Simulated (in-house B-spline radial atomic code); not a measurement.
# RPA and G0W0 on PBE: Si3+

Configuration [Ne] 3s1, highest spin, mean-field start PBE. Computed with a B-spline radial code for spherical atoms: all electrons, non-relativistic, point nucleus, each spin shell either full or empty, empty states to l = 9 with an (l + 1/2)⁻⁴ tail; G0W0 by contour deformation at full frequency.

Command:
```bash
python run_gw.py task.json out
```
Settings (radii: box in bohr, nucleus in fm):
```
Z                        14
electrons                11
configuration            [Ne] 3s1
hamiltonian              nr
method                   pbe,pbe
lmax                     9
spin_polarised           True
box_radius               14.14
intervals                48
ion_configuration        [He] 2s2 2p6
```

Time taken, with all properties: 1.2 s on 1 thread of Arm Neoverse V2 (shared host).

Energies (hartree):

```tsv
term	value
mean-field total	-287.10295
Hartree-Fock functional on these orbitals	-286.81381
direct second order	-0.73468
second-order exchange	0.27689
SOSEX correction	0.25208
```

(1) What is the RPA correlation energy, and what remains with SOSEX?

Quasi-particle levels (eV):

```
  level  occupied  mean field  Σx - vxc     Σc  QP weight    G0W0
  3s up       yes      -40.32     -4.42      ?          ?       ?
3s down        no      -37.52      6.26  -2.25      0.921  -33.51
```

G0W0 = mean field + (Σx - vxc) + Σc, with Σc (partial-wave tail included) taken at the quasi-particle energy. Only the outer levels were computed. Levels of low weight are left out.

(2) Where does G0W0 put 3s up?

(3) What does it cost to remove one electron (to [He] 2s2 2p6) by differences of total energies, each species on its own start (correlation terms add to the Hartree-Fock functional)?

Results:

(1) RPA gives -0.65476 hartree (-1.62 eV per electron); RPA + SOSEX gives -0.40268, and the second-order doubles -0.45779 hartree (no singles). RPA lacks exchange-type terms and so overcorrelates at short range.

(2) At -45.99 eV, with Σc = -1.26 eV and a quasi-particle weight of 0.958. The tabulated removal energy is 45.142 eV (NIST, measured); the calculation leaves out relativity, Breit and QED terms, and what these don't explain is the method's own error.

(3) PBE 45.58 eV, Hartree-Fock functional 44.61 eV, + RPA 45.79 eV, + RPA + SOSEX 45.00 eV, + second order 45.13 eV. Tabulated: 45.142 eV (NIST, measured); the calculation leaves out relativity, Breit and QED terms, and what these don't explain is the method's own error.
